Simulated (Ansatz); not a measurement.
Basis-set series for `C[CH](F)[AlH2]`. Total charge 0; spin multiplicity 1. The geometry is a stationary point of PBE0-D4/def2-TZVP.

```tsv
functional	basis	functions	energy (Eh)	HOMO (eV)	LUMO (eV)
PBE0-D4	def2-SVP	90	-421.53877	-7.39	-1.58
PBE0-D4	def2-TZVPP	219	-421.83516	-7.47	-1.61
ωB97M-V	def2-SVP	90	-421.74457	-9.62	0.09
ωB97M-V	def2-TZVPP	219	-422.04923	-9.73	-0.04
```

Question: Give the rows for def2-QZVPP. (An estimate is asked.)

Answer: Ansatz gave: 
```csv
functional,basis,functions,energy (Eh),HOMO (eV),LUMO (eV)
PBE0-D4,def2-QZVPP,421,-421.85270,-7.50,-1.64
ωB97M-V,def2-QZVPP,421,-422.06630,-9.76,-0.19
```
